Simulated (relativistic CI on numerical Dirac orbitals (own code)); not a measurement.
**Level scheme of Sn**

These numbers are calculated, not measured: Dirac-Coulomb-Breit CI, KLI orbitals optimised for each configuration, model QED (radiative potential, 1s self-energy scaled to tabulated hydrogen-like ionisation energies), valence Slater integrals scaled by 0.85, P86 correlation estimate, and configurations built on the next ion tied to the tabulated ionisation energy (semi-empirical) (own radial code, finite nucleus).

CI space (outside the closed core [Kr] 4d10): 5s²5p², 5s²5p6s, 5s5p³, 5s²5p6p, 5s²5p5d, 5s²5p6d, 5s²5p7s, 5s²5p5f, 5s²5p6f, 5s²5p7p, 5s²5p4f, 5s²5d², 5s²5p7d, 5s²5p5g, 5s²5p7f, 5p⁴, 5s5p²5d. Levels of other configurations are missing.

The lowest level is 5s²5p² ³P0, with 95 % of that term; Hund's rules for 5s²5p² give ³P with J = 0, in agreement.

```csv
No.,Configuration,Term,J,E (cm⁻¹),%,Next component (%),Landé g,Lifetime (s)
1,5s²5p²,³P,0,0.0,95,4 ¹S,,
2,5s²5p²,³P,1,1589.1,98,1 5p⁴ ³P,1.501,1.44e+01
3,5s²5p²,³P,2,3315.7,92,6 ¹D,1.469,1.53e+01
4,5s²5p²,¹D,2,9360.9,92,6 ³P,1.032,1.07e+00
5,5s²5p²,¹S,0,15614.5,91,4 ³P,,1.68e-01
6,5s²5p6s,³P°,0,34469.1,100,,,4.97e-09
7,5s²5p6s,³P°,1,34780.7,77,22 ¹P°,1.387,4.65e-09
8,5s5p³‡,⁵S°,2,34980.7,99,1 ³P°,1.997,6.53e-06
9,5s²5p6s,³P°,2,38532.7,99,1 5s²5p5d ³P°,1.501,4.35e-09
10,5s²5p6s,¹P°,1,39318.0,72,22 ³P°,1.111,4.42e-09
11,5s²5p6p,³D,1,41829.5,68,29 ¹P,0.688,
12,5s²5p6p,³P,1,42703.6,47,22 ³S,1.380,
13,5s²5p6p,³D,2,42773.9,64,20 ¹D,1.185,
14,5s²5p6p,³P,0,43080.0,84,15 ¹S,,4.46e-08
15,5s²5p5d,¹D°,2,43476.8,38,24 ³D°,1.157,1.11e-08
16,5s²5p5d,³F°,2,43558.2,59,24 ³D°,0.860,1.76e-08
17,5s²5p5d,³D°,1,43845.8,66,14 5s5p³ ³D°,0.635,5.78e-09
18,5s²5p5d,³F°,3,44151.0,43,39 ³D°,1.193,8.31e-09
19,5s²5p6p,¹P,1,46110.3,49,31 ³P,1.089,
20,5s²5p6p,³D,3,46466.2,99,,1.334,
21,5s²5p6p,³P,2,46643.4,59,31 ³D,1.347,
22,5s²5p5d,³F°,2,46913.5,35,35 ¹D°,0.929,1.96e-08
23,5s²5p5d,³F°,3,46976.0,44,36 ³D°,1.214,1.34e-08
24,5s²5p6p,³S,1,47135.8,73,22 ³P,1.845,
25,5s²5p6p,¹D,2,47557.7,68,26 ³P,1.137,
26,5s²5p5d,³F°,4,47963.7,98,2 5s²5p6d ³F°,1.251,
27,5s²5p7s,³P°,0,48074.7,96,3 5s²5p5d ³P°,,8.11e-09
28,5s²5p7s,³P°,1,48087.2,60,30 ¹P°,1.293,1.34e-08
29,5s²5p5d,³P°,2,48126.8,70,10 ¹D°,1.388,1.03e-08
30,5s²5p5d,³P°,1,48402.7,67,7 ¹P°,1.279,8.09e-09
31,5s²5p6p,¹S,0,48763.5,73,15 ³P,,5.39e-08
32,5s²5p5d,³P°,0,48930.8,90,6 5s5p³ ³P°,,1.78e-08
33,5s²5p5d,¹F°,3,49665.7,58,13 5s²5p6d ¹F°,1.044,9.07e-09
34,5s²5p5d,¹P°,1,49698.3,37,17 ³P°,1.045,1.34e-08
35,5s²5p6d,³D°,2,50687.1,35,27 ³P°,1.232,3.53e-08
36,5s²5p7p,³D,1,50773.6,74,23 ¹P,0.658,
37,5s²5p7p,³P,1,51068.3,50,28 ³S,1.482,1.05e-07
38,5s²5p6d,³F°,2,51075.4,62,26 ¹D°,0.821,6.87e-08
39,5s²5p7p,³D,2,51155.3,55,27 ¹D,1.177,
40,5s²5p6d,³D°,1,51398.5,27,19 5s²5p5d ¹P°,0.901,1.08e-08
41,5s²5p7p,³P,0,51478.5,77,16 ¹S,,
42,5s²5p6d,³F°,3,51990.6,34,27 ³D°,1.154,5.63e-09
43,5s²5p7s,³P°,2,52324.7,98,1 5s²5p6d ³D°,1.495,1.12e-08
44,5s²5p4f,³G,3,52343.0,72,19 ¹F,0.827,
45,5s²5p4f,³G,4,52347.7,41,32 ¹G,1.088,
46,5s²5p4f,³D,3,52348.3,52,30 ³F,1.197,
47,5s²5p4f,³F,2,52355.7,48,31 ¹D,0.875,
48,5s²5p7s,¹P°,1,52890.9,49,17 ³P°,1.004,5.84e-09
49,5s²5p7d,³D°,1,53873.5,40,17 ¹P°,0.823,3.19e-08
50,5s²5p7d,³D°,2,53879.5,31,17 5s²5p6d ³P°,1.197,5.09e-08
51,5s²5p7d,³D°,3,53889.9,19,18 5s²5p6d ³F°,1.201,5.06e-08
52,5s²5p7d,³F°,2,54420.1,47,32 ¹D°,0.893,
53,5s²5p5f,³D,3,54815.3,52,23 ³F,1.205,
54,5s²5p6d,³D°,2,54823.3,24,23 5s²5p7d ³F°,1.007,5.44e-08
55,5s²5p5f,³F,2,54823.8,45,32 ¹D,0.886,
56,5s²5p5f,³G,3,54825.7,74,13 ¹F,0.826,8.19e-08
57,5s²5p5g,³G°,3,54829.8,27,21 ¹F°,0.993,1.01e-07
58,5s²5p5f,³G,4,54830.3,41,33 ¹G,1.086,9.03e-08
59,5s²5p5g,³F°,4,54840.5,58,23 ³G°,1.157,
60,5s²5p5g,³H°,4,54841.4,73,15 ¹G°,0.860,
61,5s²5p5g,³H°,5,54841.4,40,33 ¹H°,1.068,
62,5s²5p7d,³F°,3,54865.5,20,16 5s²5p6d ³F°,1.056,6.18e-08
63,5s²5p7p,¹P,1,55024.8,57,25 ³P,1.049,
64,5s²5p7p,³D,3,55153.9,96,2 5s²5p5f ³D,1.328,
65,5s²5p7p,³P,2,55187.2,59,34 ³D,1.351,
66,5s²5p6d,³P°,1,55219.8,68,11 ³D°,1.340,5.85e-08
67,5s²5p6d,³P°,2,55224.5,39,38 ¹D°,1.251,4.68e-08
68,5s²5p6d,³P°,0,55295.9,87,9 5s5p³ ³P°,,8.18e-08
69,5s²5p7p,³S,1,55338.3,69,25 ³P,1.813,
70,5s²5p6d,³F°,4,55404.1,96,2 5s²5p5d ³F°,1.250,
```

Energies count from the lowest computed level; ° marks odd parity; lifetimes are radiative, by E1, M1, E2, M2, E3 decay to levels of this space only; some are left blank where a channel outside the calculation adds to the decay or the decay crosses a small, uncertain gap. ‡ marks configurations that were not tied to measured data.

The mean weight of the leading LS term, summed over parents, in these 70 levels is 63 %, and that of the leading jj configuration (from the same eigenvectors) 79 %, so jj coupling describes them better and the LS labels are nominal.

Configurations that consist of the next ion and one excited electron were tied to the tabulated ionisation energy; Rydberg ones are usually within 1,000 to 3,000 cm⁻¹ and the lowest ones within about 6,000 (9,000 in d shells), while levels on excited terms of the next ion carry the error of that term, and the other configurations can be misplaced by 10,000 cm⁻¹ or more. Rates follow the energies as ν³ (E1, M1) or ν⁵ (E2), so rates, branching and lifetimes can be off by large factors. The fine structure of a lone outer electron comes out too small, for d and f at times inverted, and misplaced configurations move strength between like terms. 24 of the 31 excited levels that our extract of the measured tables holds in this range could be paired (the sources list more); they are missed by 787 cm⁻¹ on average and 4645 at most, and levels without a partner can miss by more.

Landé's interval rule says that E(J) − E(J−1) = AJ with one A. For the ground term the intervals give A = 1589.1, 863.3 cm⁻¹ for J = 1, 2; the multiplet is regular.

LS names give the leading component of a level, which can be under half, so a name can repeat, a term be missing and a line seem to break the LS rules.
